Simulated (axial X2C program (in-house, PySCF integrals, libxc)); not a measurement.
# Spin–orbit effects down a group: molecules with S (ions), PBE0

All values come from calculations with an in-house all-electron X2C program for linear molecules (integrals from PySCF), spin-free (one-electron X2C) or two-component (2c: spin–orbit coupling with atomic mean-field Coulomb and Gaunt terms, which also bring small scalar terms), in Dyall basis sets with cores contracted in-house; open shells are unrestricted.

Basis sets: Al dyall-v3z, B dyall-v3z, Ga dyall-cv3z, S dyall-av3z.

```
molecule  spin-free state  Re (Å)  ωe (cm⁻¹)  De (eV)  2c state  Re 2c (Å)  ωe 2c (cm⁻¹)  De 2c (eV)
     BS⁺   M_S = 1, Λ = 1   1.706      982.7     3.36     Ω = 2      1.706         982.3        3.38
    AlS⁺   M_S = 1, Λ = 1   2.186      461.3     1.09     Ω = 2      2.186         460.8        1.11
    GaS⁺   M_S = 1, Λ = 1   2.287      258.0     0.45     Ω = 2      2.287         258.0        0.47
```

Task: Work out the shifts from the spin-free to the two-component result.

Result: 

| molecule | 2c state | ΔRe (Å) | Δωe (cm⁻¹) | ΔDe (eV) |
| --- | --- | --- | --- | --- |
| BS⁺ | Ω = 2 | 0.000 | -0.4 | 0.02 |
| AlS⁺ | Ω = 2 | 0.000 | -0.5 | 0.02 |
| GaS⁺ | Ω = 2 | 0.000 | 0.0 | 0.02 |

Shifts of one unit in the last digit are rounding.

Fragments in 2c: S + B+, S + Al+, Ga+ + S. Each entry is the lowest single determinant of a limited PBE0 search at one distance. De goes to single-determinant-based atoms at the same level (for ions the charge split of lowest energy) and is withheld (n/a) where an atom does not fit its ground term or J level. Main or longest-lived isotopes. One determinant is a doubtful description, or other states lie close, for BS⁺, AlS⁺, GaS⁺; these need not be ground states, and all values refer to the states named. Some open-shell Ω = 0 determinants are out of reach, so the Ω given for BS⁺, AlS⁺, GaS⁺ need not be the lowest component. With several unpaired electrons the Ω given is that of one determinant, not necessarily of the lowest component. Some light 2c atoms are not at their ground J level, so De misses part of their lowering (0.04 eV or less). The functionals have no current term, which raises determinants with orbital currents. Where the atoms have a lower orbital projection than the molecule, De at mean-field level may be about a tenth of an eV too small.
